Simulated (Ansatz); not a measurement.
Consider the atomization: `[CH3][Ge]([CH3])([CH3])[C]#N` → 4 C• + Ge• + 9 H• + N•.

Computed with Ansatz on PBE0-D4/def2-TZVP structures; ΔE is electronic, products minus reactants. CBS: MP2 limit from def2 TZ/QZ plus the TZ coupled-cluster correction, frozen cores. This one scheme is used for every species, atoms too. DFT in def2-TZVPP. B3LYP here is the variant with VWN-RPA as its local correlation; programs differ in this. HSE06 is defined as in plane-wave codes. No spin–orbit coupling; open shells (•) take unrestricted orbitals. Spin–orbit coupling would lower the free atoms: a little for C; clearly for Ge. Bonds to Ge are less sure, by a few kJ/mol each and by 10 to 20 or more in all where they break to atoms, as the def2 sets lack core-valence functions. Scalar relativity is left out up to krypton.

```
         level  ΔE (kcal/mol)  difference from CCSD(T)/CBS
     r2SCAN-D4         1410.7                         -1.4
        B97M-V         1412.4                          0.3
       ωB97X-V         1414.4                          2.3
      PBE-QIDH         1406.9                         -5.2
          PBE0         1408.3                         -3.8
         B3LYP         1398.3                        -13.8
       r2SCANh         1400.8                        -11.3
       r2SCAN0         1389.4                        -22.7
         HSE06         1409.4                         -2.7
     CAM-B3LYP         1408.2                         -3.9
   HF/def2-SVP         1043.6                       -368.5
  MP2/def2-SVP         1357.6                        -54.5
 CCSD/def2-SVP         1327.4                        -84.7
MP2/def2-TZVPP         1402.9                         -9.2
 HF/def2-QZVPP         1034.7                       -377.4
MP2/def2-QZVPP         1419.6                          7.5
   CCSD(T)/CBS         1412.1                            0
```

Largest T1 diagnostic among the species: 0.011.

At CCSD(T), def2-SVP lies −69.5 kcal/mol from the extrapolated value and def2-TZVPP −28.7 kcal/mol: correlation converges slowly with the basis, and small sets miss more of it in the bonded molecule than in its fragments. From r2SCAN to r2SCAN0 (25 % exact exchange), in def2-TZVPP and without D4, ΔE moves by −19.3 kcal/mol: exact exchange takes away binding that semilocal exchange gives to molecules.

For atomizations the MP2-based limit and the directly extrapolated one differ by several kJ/mol either way, and by 10 to 25 for some Ge, Se and Sn compounds, so smaller differences from it don't rank the levels.
